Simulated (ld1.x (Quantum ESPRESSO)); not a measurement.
## What one change does to a pseudopotential (niobium, TM)

Nb, norm-conserving Troullier–Martins (Kleinman–Bylander form), made with ld1.x (Quantum ESPRESSO) 7.5 (LDA (PZ), fully relativistic). Core [Ar] 3d10 4s2, reference 4p6 4d4 5s1 5p0. Waves: 5s (bound): rc 2.85 bohr; 4p (bound): rc 1.60 bohr; 4d (bound): rc 1.50 bohr. Local part: the d channel. Core correction: a·sin(br)/r model core inside 1.15 bohr.

Open shells are filled in proportion to 2j + 1 (rel_dist='average').

All-electron outer shells of the reference configuration (LDA (PZ), scalar-relativistic, ld1.x):

| shell | level (eV) | outermost node (bohr) | outermost maximum (bohr) |
| --- | --- | --- | --- |
| 3d | -196.60 | – | 0.33 |
| 4s | -58.46 | 0.53 | 1.02 |
| 4p | -34.61 | 0.54 | 1.12 |
| 5s | -4.20 | 1.40 | 3.04 |
| 4d | -3.21 | 0.55 | 1.51 |
| 5p | -1.22 | 1.62 | 4.21 |

Change: wave 4p (bound): rc 1.60 bohr becomes 4p (bound): rc 1.50 bohr.

Cutoffs: the cutoffs (Ry, on a coarse ladder) from which the occupation-weighted sum of valence levels, in a spherical-Bessel basis at the reference potential, stays within 10 and 1 mRy of its value at 400 Ry; they do not see the model core or the augmentation charge, which bear on the density cutoff. Errors are all-electron minus pseudo energies relative to the spin-unpolarised reference configuration.

Q: What does the change do?

A: The potential gets harder (45 Ry and 80 Ry → 50 Ry and 90 Ry); both files keep a bound ghost (s); of the 7 tests that both files solve, the error grows in 1 and shrinks in 0 by more than 15 % and 0.3 meV (median size 8.8 → 8.8 meV). A smaller radius makes the pseudo-wave follow the all-electron one further in, where it bends more sharply, so more plane waves are needed.

```csv
quantity,base,changed
"cutoff, loose",45 Ry,50 Ry
"cutoff, tight",80 Ry,90 Ry
bound ghosts,s,s
"largest miss of a reference level, eV",0.09,0.09
"error for 4p6 4d4 5s0 5p0, meV [ΔE 6.92 eV]",-9.8,-9.8
"error for 4p6 4d3 5s0 5p0, meV [ΔE 21.19 eV]",+8.8,+8.8
"error for 4p6 4d2 5s0 5p0, meV [ΔE 46.12 eV]",+20,+20
"error for 4p6 4d4.5 5s0.5 5p0, meV [ΔE 0.58 eV]",-5.0,-5.0
"error for 4p6 4d4 5s0 5p1, meV [ΔE 3.05 eV]",-3.4,-5.3
"error for 4p6 4d4 5s0.5 5p0, meV [ΔE 2.77 eV]",-2.0,-2.0
"error for 4p6 4d5 5s0 5p0, meV [ΔE 1.32 eV]",-17,-17
s: phases at 3.10 bohr within 0.05 rad from the reference energy up to (Ry; the scan ends near 5),1.4,1.4
p1/2: phases at 3.10 bohr within 0.05 rad from the reference energy up to (Ry; the scan ends near 5),4.8,to the end of the scan
p3/2: phases at 3.10 bohr within 0.05 rad from the reference energy up to (Ry; the scan ends near 5),4.8,4.9
d3/2: phases at 3.10 bohr within 0.05 rad from the reference energy up to (Ry; the scan ends near 5),to the end of the scan,to the end of the scan
d5/2: phases at 3.10 bohr within 0.05 rad from the reference energy up to (Ry; the scan ends near 5),to the end of the scan,to the end of the scan
```

Changed file: These tests converged, but a pseudo level misses the all-electron one widely, so the file describes the atom poorly there or has found another state: 4p6 4d2 5s0 5p0: empty 5s by 3.1 eV (a node warning on the way). A true bound ghost makes a file unfit for plane-wave use even where its test errors are small: the radial tests pick states by their node count and pass the ghost by.
